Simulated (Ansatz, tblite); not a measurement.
Forces on `CCC(CC(C)c1ccc(I)cc1)c1ccc(OC(C)(C)C)cc1` at its PBE-D4/def2-SVP geometry. Charge 0, multiplicity 1.

In the def2 sets I takes a core potential; there is no spin–orbit coupling. The xTB rows come from tblite. Single mean-field runs in def2-SVP are fitted with def2-universal-jkfit.

GFN2-xTB (tblite), largest force 0.89 eV/Å:

```xyz
53
positions Å, forces eV/Å
C    -2.817    0.480   -3.149   -0.111    0.493   -0.204
C    -2.101   -0.691   -2.480   -0.177   -0.652    0.239
C    -0.761   -0.308   -1.809    0.325    0.369   -0.368
C     0.028   -1.552   -1.317   -0.313   -0.409    0.409
C     1.141   -2.042   -2.274    0.343    0.398   -0.077
C     0.629   -2.479   -3.656   -0.283   -0.249   -0.347
C     1.964   -3.136   -1.613    0.204   -0.552    0.307
C     3.308   -2.913   -1.259   -0.072   -0.207    0.056
C     4.081   -3.906   -0.639   -0.440   -0.070   -0.125
C     3.498   -5.151   -0.364   -0.497    0.630   -0.396
I     4.652   -6.668    0.571   -0.080    0.104   -0.063
C     2.160   -5.405   -0.701    0.195    0.411   -0.094
C     1.407   -4.398   -1.321    0.219   -0.002    0.070
C    -0.975    0.696   -0.688   -0.204    0.314    0.600
C    -1.681    0.338    0.480    0.089    0.247   -0.006
C    -1.872    1.252    1.524    0.164    0.010   -0.323
C    -1.353    2.559    1.429    0.164   -0.527   -0.494
O    -1.586    3.475    2.424    0.332    0.038    0.369
C    -0.633    3.595    3.528   -0.305   -0.119   -0.450
C     0.751    4.000    3.003    0.491    0.151   -0.095
C    -1.236    4.706    4.390   -0.168    0.400    0.360
C    -0.547    2.280    4.314    0.076   -0.400    0.325
C    -0.667    2.936    0.259   -0.079   -0.356   -0.094
C    -0.484    2.012   -0.780   -0.134   -0.081    0.212
H    -2.190    0.930   -3.948   -0.324   -0.324    0.488
H    -3.771    0.160   -3.615    0.588    0.095    0.317
H    -3.049    1.283   -2.420    0.166   -0.522   -0.356
H    -2.760   -1.147   -1.708    0.267    0.360   -0.375
H    -1.915   -1.494   -3.224   -0.068    0.501    0.300
H    -0.140    0.204   -2.579   -0.263   -0.238    0.322
H     0.508   -1.320   -0.344   -0.173   -0.010   -0.445
H    -0.677   -2.388   -1.112    0.337    0.455   -0.199
H     1.826   -1.179   -2.431   -0.281   -0.335    0.018
H     0.135   -1.642   -4.190    0.359   -0.455    0.388
H    -0.107   -3.306   -3.576    0.459    0.486    0.014
H     1.465   -2.834   -4.290   -0.421    0.208    0.425
H     3.767   -1.934   -1.474   -0.267   -0.621    0.144
H     5.130   -3.707   -0.375   -0.646   -0.126   -0.160
H     1.704   -6.382   -0.483    0.286    0.597   -0.133
H     0.358   -4.610   -1.582    0.676    0.146    0.167
H    -2.092   -0.679    0.579    0.274    0.637   -0.072
H    -2.438    0.969    2.423    0.343    0.125   -0.556
H     1.450    4.156    3.849   -0.455   -0.086   -0.469
H     1.180    3.216    2.348   -0.306    0.406    0.354
H     0.690    4.944    2.426   -0.005   -0.561    0.343
H    -1.324    5.641    3.802    0.054   -0.581    0.336
H    -0.603    4.902    5.278   -0.354   -0.137   -0.535
H    -2.249    4.417    4.732    0.614    0.159   -0.227
H    -0.140    1.460    3.689   -0.242    0.494    0.284
H    -1.549    1.977    4.680    0.576    0.209   -0.239
H     0.120    2.400    5.191   -0.402   -0.018   -0.522
H    -0.293    3.966    0.172   -0.200   -0.638    0.010
H     0.056    2.321   -1.690   -0.328   -0.164    0.566
```

r2SCAN-D4/def2-SVP (Ansatz), largest force 0.25 eV/Å:

```
C -0.034 0.123 -0.046
C -0.066 -0.154 0.021
C 0.072 0.084 -0.125
C -0.040 -0.100 0.146
C 0.076 0.122 -0.045
C -0.060 -0.046 -0.108
C 0.074 -0.112 0.072
C -0.020 -0.006 0.000
C -0.024 -0.035 0.001
C -0.114 0.158 -0.095
I -0.056 0.070 -0.042
C 0.029 0.018 0.006
C 0.015 0.010 -0.005
C -0.033 0.107 0.112
C 0.016 0.021 -0.007
C 0.017 0.049 -0.013
C 0.024 -0.049 -0.054
O 0.149 -0.149 -0.051
C 0.047 0.022 0.074
C 0.048 0.019 -0.052
C -0.046 0.049 0.020
C -0.018 -0.069 0.014
C -0.038 -0.020 0.046
C -0.003 -0.023 0.016
H -0.124 -0.104 0.172
H 0.217 0.055 0.111
H 0.050 -0.182 -0.146
H 0.128 0.096 -0.144
H -0.027 0.158 0.146
H -0.107 -0.089 0.135
H -0.085 -0.040 -0.190
H 0.122 0.148 -0.048
H -0.125 -0.162 0.031
H 0.107 -0.164 0.130
H 0.150 0.172 -0.004
H -0.167 0.077 0.145
H -0.092 -0.208 0.047
H -0.225 -0.042 -0.056
H 0.097 0.209 -0.049
H 0.215 0.044 0.054
H 0.086 0.199 -0.022
H 0.118 0.058 -0.179
H -0.166 -0.037 -0.168
H -0.100 0.156 0.139
H -0.001 -0.199 0.124
H 0.023 -0.213 0.117
H -0.125 -0.053 -0.194
H 0.224 0.051 -0.084
H -0.083 0.180 0.120
H 0.206 0.075 -0.084
H -0.140 -0.005 -0.193
H -0.075 -0.208 0.021
H -0.114 -0.058 0.186
```

PBE0-D4/def2-SVP (Ansatz), largest force 0.56 eV/Å:

```
C 0.008 0.054 -0.007
C 0.000 -0.072 0.042
C 0.040 0.018 -0.084
C -0.012 -0.042 0.047
C 0.009 0.088 -0.022
C -0.016 -0.018 -0.015
C 0.137 -0.189 0.128
C -0.089 -0.144 0.027
C -0.224 -0.075 -0.049
C -0.089 0.129 -0.076
I -0.191 0.249 -0.152
C 0.111 0.208 -0.039
C 0.169 0.028 0.038
C -0.047 0.170 0.192
C 0.088 0.179 -0.023
C 0.117 0.119 -0.155
C -0.014 0.000 -0.036
O 0.460 -0.318 0.033
C -0.138 -0.010 -0.153
C -0.030 -0.006 -0.017
C -0.011 -0.016 -0.032
C -0.018 0.009 -0.029
C -0.112 -0.185 0.096
C -0.087 -0.099 0.145
H -0.146 -0.119 0.194
H 0.238 0.061 0.122
H 0.058 -0.205 -0.167
H 0.155 0.119 -0.187
H -0.037 0.204 0.177
H -0.148 -0.122 0.192
H -0.112 -0.047 -0.243
H 0.163 0.200 -0.056
H -0.164 -0.219 0.039
H 0.123 -0.192 0.145
H 0.177 0.198 -0.011
H -0.193 0.088 0.164
H -0.120 -0.257 0.056
H -0.269 -0.054 -0.065
H 0.119 0.249 -0.057
H 0.271 0.058 0.066
H 0.106 0.263 -0.024
H 0.144 0.071 -0.230
H -0.186 -0.041 -0.194
H -0.115 0.182 0.159
H 0.002 -0.228 0.143
H 0.026 -0.237 0.135
H -0.143 -0.053 -0.214
H 0.251 0.061 -0.092
H -0.098 0.206 0.140
H 0.238 0.085 -0.094
H -0.161 -0.010 -0.218
H -0.097 -0.263 0.021
H -0.142 -0.075 0.240
```
